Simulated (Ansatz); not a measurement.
Cost and result for the atomization energy of `FCC(CF)C(F)F` (14 atoms, 13 bonds).

```json
{"atom": "F1", "x (Å)": "1.206", "y (Å)": "1.781", "z (Å)": "-1.112"}
{"atom": "C2", "x (Å)": "1.156", "y (Å)": "0.449", "z (Å)": "-0.746"}
{"atom": "C3", "x (Å)": "0.056", "y (Å)": "0.258", "z (Å)": "0.283"}
{"atom": "C4", "x (Å)": "-1.307", "y (Å)": "0.532", "z (Å)": "-0.319"}
{"atom": "F5", "x (Å)": "-2.269", "y (Å)": "0.508", "z (Å)": "0.674"}
{"atom": "C6", "x (Å)": "0.109", "y (Å)": "-1.126", "z (Å)": "0.891"}
{"atom": "F7", "x (Å)": "0.040", "y (Å)": "-2.075", "z (Å)": "-0.083"}
{"atom": "F8", "x (Å)": "1.287", "y (Å)": "-1.309", "z (Å)": "1.542"}
{"atom": "H9", "x (Å)": "0.970", "y (Å)": "-0.141", "z (Å)": "-1.647"}
{"atom": "H10", "x (Å)": "2.126", "y (Å)": "0.172", "z (Å)": "-0.331"}
{"atom": "H11", "x (Å)": "0.223", "y (Å)": "0.968", "z (Å)": "1.099"}
{"atom": "H12", "x (Å)": "-1.569", "y (Å)": "-0.227", "z (Å)": "-1.061"}
{"atom": "H13", "x (Å)": "-1.323", "y (Å)": "1.518", "z (Å)": "-0.787"}
{"atom": "H14", "x (Å)": "-0.704", "y (Å)": "-1.310", "z (Å)": "1.598"}
```

The species carries charge 0 and has multiplicity 1. Geometry: relaxed with PBE0-D4/def2-TZVP. It is one conformer, not always the lowest. Program: Ansatz. All runs use 2 threads of an AMD EPYC 7R13 on a shared host and a share of an NVIDIA H100 80 GB. Times are those of one run each, without the atoms' runs, and a repeat can differ threefold. Electronic energies, without spin–orbit coupling; frozen cores. CCSD(T)/CBS adds CCSD(T) − MP2 in def2-TZVPP to the MP2 limit, and its time is that of the two runs behind it. T1 = 0.011. B3LYP takes the VWN-RPA correlation (the form of Gaussian; ORCA's B3LYP/G).

CCSD(T)/CBS is a level of theory with its own doubt, some kJ/mol a heavy atom from the limit and from the frozen cores, so smaller differences don't rank the functionals.

| level | functions | wall time |
| --- | --- | --- |
| PBE-D4/def2-TZVPP (with forces) | 332 | 3.8 s |
| BLYP-D4/def2-TZVPP | 332 | 4.2 s |
| LDA (SPW92)/def2-TZVPP | 332 | 4.8 s |
| ωB97M-V/def2-TZVPP (with forces) | 332 | 4.9 s |
| PBE-QIDH/def2-TZVPP | 332 | 6 s |
| CCSD(T)/def2-SVP | 142 | 6 s |
| ωB97X-V/def2-TZVPP | 332 | 7 s |
| B2PLYP/def2-TZVPP | 332 | 7 s |
| MP2/def2-QZVPP | 636 | 7 s |
| B97M-V/def2-TZVPP | 332 | 7.5 s |
| B3LYP-D4/def2-TZVPP (with forces) | 332 | 8 s |
| CCSD(T)/def2-TZVPP | 332 | 18 s |
| CCSD(T)/CBS(def2) | – | 25 s |

Q: What atomization energy does each give, and how far from CCSD(T)/CBS? (Estimate.)

A: Computed: 
```csv
level,atomization (kcal/mol),difference from CCSD(T)/CBS,per bond
PBE-D4/def2-TZVPP (with forces),1385.3,44.4,3.4
BLYP-D4/def2-TZVPP,1341.2,0.3,0.0
LDA (SPW92)/def2-TZVPP,1578.4,237.5,18.3
ωB97M-V/def2-TZVPP (with forces),1345.9,5.0,0.4
PBE-QIDH/def2-TZVPP,1336.4,-4.5,-0.3
CCSD(T)/def2-SVP,1284.0,-56.9,-4.4
ωB97X-V/def2-TZVPP,1345.8,4.9,0.4
B2PLYP/def2-TZVPP,1326.5,-14.4,-1.1
MP2/def2-QZVPP,1364.2,23.3,1.8
B97M-V/def2-TZVPP,1339.9,-1.0,-0.1
B3LYP-D4/def2-TZVPP (with forces),1336.5,-4.4,-0.3
CCSD(T)/def2-TZVPP,1307.8,-33.1,-2.5
CCSD(T)/CBS(def2),1340.9,0.0,0.0
```

Leaving LDA and LC-ωPBE aside and taking each functional with its dispersion term where it has one, the values, not all of them listed here, spread over 99.3 kcal/mol, from BHLYP-D4 to PBE-D4. LDA lies +199.4 kcal/mol from PBE without D4, its usual overbinding. From PBE to PBE0 (25 % exact exchange), in def2-TZVPP and without D4, the atomization energy moves by −34.3 kcal/mol: exact exchange takes away binding that semilocal exchange gives to molecules. In def2-TZVPP, CCSD(T) changes the Hartree–Fock value by +343.6 kcal/mol (the triples alone add +22.2 kcal/mol) and MP2 by +380.6 kcal/mol; breaking electron pairs costs correlation energy, which Hartree–Fock lacks.
